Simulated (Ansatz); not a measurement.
Molecule: C3H5O, net charge 0, doublet state. It need not be the lowest isomer of its formula. 
Coordinates optimised at B3LYP-D3(BJ)/def2-TZVP (Ansatz, a quantum-chemistry and plane-wave program):
```xyz
9

C     -1.5516     0.0657    -0.0281
C     -0.1465    -0.3948    -0.1134
C      1.0769     0.1887    -0.6161
O      0.8121    -0.0654     0.8090
H     -2.0528    -0.3929     0.8258
H     -2.0960    -0.2025    -0.9336
H     -1.5993     1.1566     0.0965
H      1.1358     1.2465    -0.8606
H      1.8425    -0.4419    -1.0541
```
Charge 0, spin multiplicity 2.

Quantity: atomisation energy (electronic, to ground-state atoms), in eV. Correlated levels leave the core frozen unless marked. Open shells are spin-unrestricted. No spin-orbit coupling. Non-relativistic unless marked X2C. The coupled-cluster limit lacks core correlation, which all-electron functionals hold. CBS(X,Y): correlation extrapolated as X^-3; Hartree-Fock from the larger set. [CCSD(T)-MP2]/basis is that difference in the basis named.

| level | program | atomisation energy (eV) | minus last row |
|---|---|---|---|
| HF/STO-3G | Ansatz | 30.96 | -5.45 |
| BLYP/def2-TZVPD | Ansatz | 36.33 | -0.08 |
| revPBE/def2-TZVPD | Ansatz | 36.35 | -0.06 |
| BHLYP-D3(BJ)/def2-TZVPD | Ansatz + dftd3 | 35.20 | -1.21 |
| r2SCANh/def2-TZVPD | Ansatz | 36.52 | 0.11 |
| r2SCAN0-D4/def2-TZVPD | Ansatz + dftd4 | 36.16 | -0.25 |
| r2SCAN0/def2-TZVPD | Ansatz | 36.12 | -0.29 |
| HSE06-D4/def2-TZVPD | Ansatz + dftd4 | 36.97 | 0.56 |
| B2GP-PLYP-D3(BJ)/def2-TZVPD | Ansatz + dftd3 | 36.02 | -0.39 |
| RPA@PBE/cc-pVTZ | Ansatz | 33.82 | -2.59 |
| RI-MP2/cc-pVTZ | Ansatz | 36.15 | -0.26 |
| RI-MP2/CBS(cc-pVTZ,cc-pVQZ) | Ansatz | 37.10 | 0.69 |
| CCSD/aug-cc-pVTZ | Ansatz | 35.03 | -1.38 |
| X2C-CCSD(T)/cc-pVTZ-DK | Ansatz | 35.43 | -0.98 |
| RI-MP2/CBS(aug-cc-pVTZ,aug-cc-pVQZ)+[CCSD(T)-MP2]/aug-cc-pVTZ | Ansatz | 36.41 | 0.00 |
